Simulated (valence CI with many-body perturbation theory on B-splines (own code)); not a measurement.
**From CI to CI+MBPT in Nb¹⁹⁺**

Calculated by valence CI with perturbative core correlation (CI+MBPT): four valence electrons over a frozen Dirac-Fock core [Ar], radial functions for each j: 9 s, 9 p, 10 d, 8 f, 5 g, 3 h, 1 i, with the one-electron correlation potential Σ1, the two-electron term Σ2, the three-electron term Σ3, Breit, model QED; selected CI, second order for the rest (own B-spline code, finite nucleus).

No measured levels were compared; by estimate terms of the open shell hold to 2 to 4 % of their energy, and close levels can change places. Core correlation moves these levels by up to 9400 cm⁻¹, and in measured spectra 5 to 20 % of such shifts remained as error; rates that hang on mixing are uncertain with them. Only levels of the ground parity were solved; by the run's estimate the other parity begins above the list, which can be wrong where configurations are misplaced.

Each rung adds one term. CI alone is the Dirac-Coulomb CI over the frozen core; QED comes last and gives the full result, which names the levels. Energies are above 3d4 5D_0 on the same rung, in cm⁻¹.

Names give the largest LS component (configuration and term), which can be under half, so a name can repeat, a term be missing and a line seem to break the LS rules; names also repeat where a configuration has a term twice. Letters in brackets count levels of one name in rising energy.

| Level | CI alone | + Σ1 | + Σ2 | + Σ3 | + Breit | Full |
| --- | --- | --- | --- | --- | --- | --- |
| 3d4 5D_1 | 8026 | 8220 | 8728 | 8846 | 8091 | 8141 |
| 3d4 5D_2 | 17325 | 17680 | 18485 | 18622 | 17059 | 17148 |
| 3d4 5D_3 | 26296 | 26762 | 27693 | 27812 | 25502 | 25617 |
| 3d4 5D_4 | 34478 | 35005 | 35975 | 36035 | 32975 | 33103 |
| 3d4 3P_0 [a] | 67456 | 67783 | 66533 | 65846 | 65328 | 65383 |
| 3d4 3H_4 | 75769 | 76127 | 76272 | 75439 | 73605 | 73661 |
| 3d4 3P_1 [a] | 89532 | 90117 | 88815 | 88974 | 87403 | 87516 |
| 3d4 3H_5 | 90046 | 90631 | 91292 | 90839 | 87676 | 87786 |
| 3d4 3G_3 | 90847 | 91321 | 90250 | 89500 | 87847 | 87929 |
| 3d4 3F_2 [a] | 93871 | 94374 | 93121 | 92758 | 91181 | 91270 |
| 3d4 3H_6 | 97386 | 98045 | 99186 | 98694 | 94383 | 94510 |
| 3d4 3F_4 [a] | 104244 | 105003 | 104958 | 104428 | 101405 | 101558 |
| 3d4 3P_2 [a] | 112667 | 113421 | 111258 | 111231 | 108679 | 108820 |
| 3d4 3G_4 | 114279 | 114986 | 114020 | 112552 | 109397 | 109530 |
| 3d4 3F_3 [a] | 117487 | 118326 | 117345 | 116767 | 113948 | 114112 |
| 3d4 3G_5 | 127183 | 128147 | 127999 | 127251 | 122812 | 123009 |
| 3d4 3D_3 | 130501 | 131182 | 127288 | 125996 | 123691 | 123812 |
| 3d4 3D_2 | 134885 | 135688 | 133042 | 132599 | 129942 | 130100 |
| 3d4 1I_6 | 137216 | 138148 | 139659 | 138638 | 133879 | 134060 |
| 3d4 3D_1 | 141761 | 142653 | 139172 | 137750 | 135362 | 135531 |
| 3d4 1G_4 [a] | 154840 | 155994 | 155582 | 153506 | 149466 | 149699 |
| 3d4 1S_0 [a] | 160480 | 161489 | 158982 | 154217 | 151320 | 151514 |
| 3d4 1D_2 [a] | 167759 | 168763 | 164983 | 166150 | 163412 | 163593 |
| 3d4 1F_3 | 180164 | 181109 | 176458 | 176274 | 173226 | 173388 |
| 3d4 3P_2 [b] | 200162 | 201052 | 195340 | 195598 | 193381 | 193519 |
| 3d4 3F_4 [b] | 205426 | 206395 | 202956 | 202618 | 199711 | 199869 |
| 3d4 3F_2 [b] | 212080 | 213194 | 208648 | 208791 | 205906 | 206095 |
| 3d4 3F_3 [b] | 215463 | 216596 | 212357 | 212268 | 209183 | 209376 |
| 3d4 3P_1 [b] | 220092 | 221228 | 215201 | 215678 | 213281 | 213474 |
| 3d4 3P_0 [b] | 230159 | 231403 | 225369 | 225505 | 222822 | 223036 |
| 3d4 1G_4 [b] | 235299 | 236424 | 231915 | 232092 | 228673 | 228852 |

Q: How does the ionisation energy move along the ladder, and which term matters most?

A: CI alone 807.15, + Σ1 809.57, + Σ2 816.37, + Σ3 816.39, + Breit 816.12, + QED 816.15 eV. The largest step is Σ2, 6.80 eV. NIST lists 816 ± 4 eV (theoretical).
